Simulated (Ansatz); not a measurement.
Mulliken charges of CH$_{7}$SiSn, SMILES `[CH3][SnH][SiH3]` radical from PBE/def2-TZVPP in Ansatz (PBE0-D4/def2-TZVP geometry).

| atom | x (Å) | y (Å) | z (Å) | charge (e) |
| --- | --- | --- | --- | --- |
| C1 | -1.389 | 1.225 | -0.644 | -0.560 |
| Sn2 | -0.537 | -0.758 | -0.631 | 0.422 |
| Si3 | 1.361 | -0.986 | 1.093 | -0.007 |
| H4 | -1.765 | 1.477 | 0.347 | 0.127 |
| H5 | -0.617 | 1.942 | -0.931 | 0.130 |
| H6 | -2.205 | 1.271 | -1.364 | 0.127 |
| H7 | 0.035 | -1.098 | -2.223 | -0.122 |
| H8 | 1.913 | -2.366 | 1.051 | -0.037 |
| H9 | 0.816 | -0.734 | 2.454 | -0.041 |
| H10 | 2.473 | -0.024 | 0.852 | -0.039 |

Q: By hand: the dipole of these point charges (1 e Å = 4.8032 D).

A: Σ q r = (-0.248, -0.145, -0.065) e Å, of length 0.295 e Å = 1.42 D.

Q: How does the dipole of the full density compare? (Best estimate.)

A: Ansatz gave: (-0.110, 0.134, 0.012) e Å, 0.83 D; the point charges give 1.71 times that, at 82° from its direction.

Point charges leave out the atoms' own dipoles, such as those of lone pairs, and Mulliken's split depends on the basis, so the two needn't agree.
